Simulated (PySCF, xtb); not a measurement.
Hf(H)3(SH) (H4HfS), SMILES [SH][HfH3], multiplicity 1.

xtb 6.7.1 with GFN2-xTB at its own geometry gives an orbital gap of 2.75 eV and a dipole moment of 4.05 D.

The structure is a stationary point at PBE0-D3(BJ)/def2-TZVP. The spin state was assumed, not searched. The def2 effective core potentials stand for the cores of Hf; spin–orbit coupling is left out.

Problem. What does PySCF with PBE/def2-TZVPD give? (An estimate is asked for; the answer gives what the named calculation found.)

Solution. gap 3.88 eV (levels -6.93 and -3.04 eV), dipole 0.69 D.
